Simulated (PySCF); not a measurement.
[SnMe3]-, C₃H₉Sn (charge -1).
Bonds: Sn1–C2, Sn1–C6, Sn1–C10. Hydrogens: H3, H4, H5 on C2; H7, H8, H9 on C6; H11, H12, H13 on C10.

Computed, not measured: PySCF, PBE0-D3(BJ)/def2-SVP geometry optimisation, gas phase, def2 core potentials past Kr.

(1) How far are the bound atoms from Sn1?

(2) List the angles at Sn1.

(3) What is the shape at Sn1?

(4) What are the other bond lengths?

Results:

(1) 3 atoms: C2 2.262 Å, C6 2.262 Å, C10 2.263 Å. The nearest atom not counted as bound is H4, at 2.84 Å (others tie with it).

(2) 
| angle | degrees | distance of the outer atoms (Å) |
| --- | --- | --- |
| C2–Sn1–C6 | 92.8 | 3.28 |
| C2–Sn1–C10 | 92.6 | 3.27 |
| C6–Sn1–C10 | 92.4 | 3.27 |

(3) Pyramidal: angles 92.8°, 92.6° and 92.4°, sum 277.8°, 1.25 Å off the plane of its three neighbours.

(4) C2–H3 and 8 like bonds 1.105 Å.

Point group: near C3v, missed by 0.18 Å at most; the miss may be what the optimiser left on a soft mode. Charge -1, singlet. The geometry's basis has no diffuse functions, a weakness for an anion. Stationary, but not proved a minimum.

Time: 15 s. Hardware: x86-64 server, one thread, shared host. This is the geometry optimisation.
